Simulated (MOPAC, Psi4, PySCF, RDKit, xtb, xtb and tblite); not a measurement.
Two geometries of SMILES c1ccc([SiH2][SiH2]c2ccccc2)cc1 (C₁₂H₁₄Si₂), relaxed at GFN2-xTB with one dihedral held; other torsions can differ between them too.

Structure A

```
28

C     -2.2517     1.8589     0.8293
C     -2.1794     1.9756    -0.5480
C     -1.9008     0.8637    -1.3227
C     -1.6869    -0.3819    -0.7439
Si    -1.2064    -1.8989    -1.7648
Si     0.8499    -2.6308    -0.9715
C      1.3045    -1.5048     0.4771
C      1.3448    -1.9655     1.7881
C      1.5747    -1.1024     2.8444
C      1.7673     0.2473     2.6056
C      1.7372     0.7248     1.3058
C      1.5068    -0.1451     0.2573
C     -1.7784    -0.4814     0.6418
C     -2.0554     0.6234     1.4238
H     -2.4619     2.7266     1.4378
H     -2.3377     2.9360    -1.0183
H     -1.8394     0.9645    -2.3976
H     -1.2048    -1.4988    -3.1795
H     -2.2804    -2.8947    -1.6227
H      1.9323    -2.5473    -1.9641
H      0.8509    -4.0149    -0.4758
H      1.1901    -3.0179     1.9833
H      1.5995    -1.4813     3.8566
H      1.9400     0.9254     3.4289
H      1.8860     1.7775     1.1123
H      1.4770     0.2384    -0.7540
H     -1.6249    -1.4412     1.1167
H     -2.1128     0.5238     2.4984
```

Structure B

```
28

C     -2.2109     1.5853     1.2370
C     -2.3953     1.7306    -0.1278
C     -2.1228     0.6750    -0.9771
C     -1.6666    -0.5467    -0.4897
Si    -1.2008    -1.9378    -1.6846
Si    -0.0865    -1.0240    -3.5006
C      0.3937     0.7509    -3.0584
C      1.0636     1.0078    -1.8654
C      1.3659     2.2986    -1.4757
C      0.9986     3.3663    -2.2778
C      0.3363     3.1314    -3.4704
C      0.0386     1.8355    -3.8523
C     -1.4901    -0.6730     0.8840
C     -1.7614     0.3774     1.7422
H     -2.4158     2.4106     1.9035
H     -2.7441     2.6709    -0.5306
H     -2.2713     0.8022    -2.0413
H     -2.4372    -2.6435    -2.0589
H     -0.4016    -2.9104    -0.9232
H     -0.8889    -0.9653    -4.7316
H      1.1442    -1.7485    -3.8541
H      1.3478     0.1808    -1.2277
H      1.8822     2.4749    -0.5427
H      1.2269     4.3776    -1.9733
H      0.0482     3.9605    -4.1013
H     -0.4839     1.6604    -4.7828
H     -1.1315    -1.6105     1.2858
H     -1.6166     0.2568     2.8066
```

Question: Which is lower in energy at the level PBE0-D3(BJ)/def2-SVP // GFN2-xTB run with Psi4, and by how much?

Answer: A is lower, by 0.63 kcal/mol (dihedral C3–C4–Si5–Si6: 120° in A, 40° in B).

E(B) − E(A) in kcal/mol at the other levels, on the same two geometries: GFN2-xTB (xtb and tblite) 0.48; MMFF94 // GFN2-xTB (RDKit) 0.44; PBE0/def2-SVP // GFN2-xTB (Psi4) 0.12; PBE/def2-SVP // GFN2-xTB (Psi4) 0.09; PBE-D3(BJ)/def2-SVP // GFN2-xTB (Psi4) 0.58; UFF // GFN2-xTB (RDKit) 0.36; PM7, restricted, heats of formation // GFN2-xTB (MOPAC) 1.63; PM6, restricted, heats of formation // GFN2-xTB (MOPAC) 0.04; GFN1-xTB // GFN2-xTB (xtb) 0.03; restricted B3LYP/6-31G*, spherical d, density fitting // GFN2-xTB (PySCF) -0.17; restricted Hartree-Fock/6-31G*, spherical d, density fitting // GFN2-xTB (PySCF) -0.24.
